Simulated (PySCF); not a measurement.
PySCF input for SiBr₂F, SMILES Br[Si](Br)F, multiplicity 2, SMD-PBE0/6-31G*. Geometry: B3LYP-D3(BJ)/def2-SVP.

```python
import numpy as np
from pyscf import gto, scf, dft
from pyscf.solvent import smd

mol = gto.M(
    atom='''
    Si    0.49893823    0.72223648   -0.00000000
    Br   -0.05476691   -0.41520810   -1.84745364
    Br   -0.05476691   -0.41520810    1.84745364
    F    -0.35016126    2.10591739   -0.00000000
    ''',
    basis='6-31G*',
    charge=0,
    spin=1,
    max_memory=1600,
    verbose=3,
)
mf = dft.UKS(mol, xc='pbe0').density_fit(auxbasis='def2-universal-jkfit')
mf.grids.level = 3
mf.conv_tol = 1e-9
mf.max_cycle = 100
mf.kernel()
fine, coarse = mf.grids, dft.Grids(mol).set(level=1).build(with_non0tab=True)
for _ in range(3):  # follow internal instabilities
    mf.grids = coarse
    mo, _, stable, _ = mf.stability(return_status=True, nroots=4)
    mf.grids = fine
    if stable:
        break
    mf.kernel(mf.make_rdm1(mo, mf.mo_occ))
res = {}
for name in ['water', 'acetonitrile', '1-octanol']:
    s = mf.SMD()
    s.with_solvent.solvent, s.with_solvent.sasa_ng = name, 302
    s.kernel(mf.make_rdm1())
    res[name] = (s.e_tot, s.with_solvent.get_cds(), s.dip_moment(), s.mo_energy, s.converged)
    print(f'SMD {name}: dG(solv) = {(s.e_tot - mf.e_tot) * 627.509474:.3f} kcal/mol, of which CDS {res[name][1] * 627.509474:.3f}')
```

It prints:

```

WARN: HOMO -0.198886194905906 >= LUMO -0.198886194905913

converged SCF energy = -5536.30757658359  <S^2> = 0.75273577  2S+1 = 2.0027339
<class 'pyscf.df.df_jk.DFUKS'> wavefunction is stable in the internal stability analysis
converged SCF energy = -5536.30958843757  <S^2> = 0.75270227  2S+1 = 2.0027004
Dipole moment(X, Y, Z, Debye):  1.29637,  0.12056,  0.00000
SMD water: dG(solv) = -1.262 kcal/mol, of which CDS 0.058
converged SCF energy = -5536.31423823937  <S^2> = 0.75270324  2S+1 = 2.0027014
Dipole moment(X, Y, Z, Debye):  1.28797,  0.11723,  0.00000
SMD acetonitrile: dG(solv) = -4.180 kcal/mol, of which CDS -2.896
converged SCF energy = -5536.31465187287  <S^2> = 0.75270775  2S+1 = 2.0027059
Dipole moment(X, Y, Z, Debye):  1.25063,  0.10258, -0.00000
SMD 1-octanol: dG(solv) = -4.440 kcal/mol, of which CDS -3.317
```

The calculation finished and met its thresholds.
